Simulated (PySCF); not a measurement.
Rigid-rotor lines calculated for a species of formula C7H11Cl (commonest isotopes; PySCF 2.14.0, PBE0-D3(BJ)/def2-SVP geometry optimisation, gas phase), labelled J(Ka,Kc):

```
     transition     MHz
1(0,1) ← 0(0,0)  2464.1
2(0,2) ← 1(0,1)  4913.0
2(1,2) ← 1(1,1)  4739.9
2(1,1) ← 1(1,0)  5116.6
1(1,1) ← 0(0,0)  4114.1
```

Find the rotational constants.

1(0,1) ← 0(0,0) is B + C, 2(1,1) ← 1(1,0) is 3B + C and 2(1,2) ← 1(1,1) is B + 3C, so B − C is half the difference of the last two, 188.4 MHz. 1(1,1) ← 0(0,0) is A + C. A = 2976.2, B = 1326.2, C = 1137.9 MHz.

What moments of inertia, asymmetry and inertial defect follow?

I = 505379 MHz·u·Å² over each constant: Ia = 169.81, Ib = 381.07, Ic = 444.13 u·Å²; κ = (2B − A − C)/(A − C) = -0.795 (asymmetric top); Δ = Ic − Ia − Ib = -106.74 u·Å².

Which dipole components do these lines need?

μa and μb (a-type: ΔKa even, ΔKc odd; b-type: both odd). The calculation gives |μa| = 1.76 D, |μb| = 0.94 D, |μc| = 0.28 D.

Predict further lines from these constants: 2(2,1) ← 1(1,0); 2(1,1) ← 2(1,2); 2(2,1) ← 2(1,2); 1(1,1) ← 1(0,1); 2(2,1) ← 1(1,1); 2(1,1) ← 2(0,2); 2(2,0) ← 1(1,0); 2(1,2) ← 2(0,2); 1(1,0) ← 0(0,0); 2(1,2) ← 1(0,1); 2(1,1) ← 1(0,1); 2(2,0) ← 1(1,1); 2(2,1) ← 2(1,1); 2(2,0) ← 2(1,1).

```csv
transition,MHz,type,branch
"2(1,1) ← 2(1,2)",565,a,Q
"2(1,2) ← 2(0,2)",1477,c,Q
"1(1,1) ← 1(0,1)",1650,c,Q
"2(1,1) ← 2(0,2)",2042,b,Q
"1(1,0) ← 0(0,0)",4302,c,R
"2(2,1) ← 2(1,1)",4950,c,Q
"2(2,0) ← 2(1,1)",4965,b,Q
"2(2,1) ← 2(1,2)",5515,b,Q
"2(1,2) ← 1(0,1)",6390,b,R
"2(1,1) ← 1(0,1)",6955,c,R
"2(2,1) ← 1(1,0)",10067,b,R
"2(2,0) ← 1(1,0)",10082,c,R
"2(2,1) ← 1(1,1)",10255,c,R
"2(2,0) ← 1(1,1)",10270,b,R
```

Which structure gave them?

`C[C@@H]1[C@@H]2C[C@H]1[C@H](Cl)C2`, point group C1. Three constants can't fix a structure by themselves; this is the one that was computed:
```xyz
19
C7H11Cl angstrom
C      0.423   -0.248   -1.839
C     -0.875   -1.015   -1.703
C     -1.892   -0.529   -0.633
C     -1.069   -1.334    0.397
C     -0.863   -2.283   -0.807
C     -2.285   -2.808   -0.985
Cl    -2.522   -3.653   -2.553
C     -3.071   -1.475   -0.878
H      0.913   -0.047   -0.874
H      0.248    0.722   -2.328
H      1.138   -0.807   -2.463
H     -1.304   -1.183   -2.705
H     -2.121    0.537   -0.495
H     -0.143   -0.837    0.713
H     -1.592   -1.727    1.285
H     -0.056   -3.028   -0.847
H     -2.562   -3.543   -0.218
H     -3.794   -1.486   -0.049
H     -3.615   -1.254   -1.808
```

PBE0-D3(BJ)/def2-SVP frequencies: not computed here. Zero-point vibration and centrifugal distortion are left out. A rigid rotor knows nothing of internal rotation, which can split or shift real lines. Quadrupole hyperfine structure (35Cl) is left out.

Rough CPU time on one thread of a shared machine: about 3 min. These figures are those of the optimisation.
